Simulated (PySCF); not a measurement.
# Computed properties of Bi(OH)(TeH)2 (BiH3OTe2), SMILES [OH][Bi]([TeH])[TeH]

Bi(OH)(TeH)2 (BiH₃OTe₂), SMILES [OH][Bi]([TeH])[TeH]. Geometry: PBE0-D3(BJ)/def2-SVP. The structure was generated by enumeration; whether it is a known compound was not checked. The def2 effective core potentials stand for the cores of Bi, Te; spin–orbit coupling is left out. The values are those of a single conformer. All values are computed for the isolated molecule unless a solvent is named; none is compared with measurement here.

**Structure.** All 15 harmonic modes at PBE0-D3(BJ)/def2-SVP (PySCF) are real, so it is a minimum. With heavy atoms numbered as in [Bi:1]([OH:2])([TeH:4])[TeH:6], the shortest bond between them is Bi1–O2 at 2.095 Å and the longest Bi1–Te4 at 2.880 Å.

**Vibrations.** The strongest infrared lines (harmonic, unscaled, degenerate partners summed) lie at 261 cm⁻¹ (127 km/mol, H 81 %, O 18 %), 845 cm⁻¹ (84 km/mol, H 93 %), 557 cm⁻¹ (79 km/mol, O 91 %). The softest mode is at 49 cm⁻¹ and the zero-point energy is 16.7 kcal/mol.

**Electronic structure.** r2SCAN/def2-TZVP (PySCF) places the frontier levels at -5.76 and -2.61 eV, a gap of 3.15 eV, and gives a dipole moment of 1.28 D and a mean polarisability of 134.2 bohr³. PBE/def2-TZVP (PySCF) at the same geometry gives -5.50 and -2.74 eV, so its gap is 0.39 eV narrower. An orbital gap is neither the optical nor the fundamental gap.

**Excitations.** TDDFT-B3LYP/def2-SVPD (PySCF) has S1 at 3.00 eV (413 nm, f = 0.001, dark); the most intense of the 10 singlets computed lies at 4.55 eV (f = 0.03). T1 (TDA) is at 2.72 eV. TDDFT-PBE/def2-SVPD (PySCF) puts S1 at 2.76 eV.
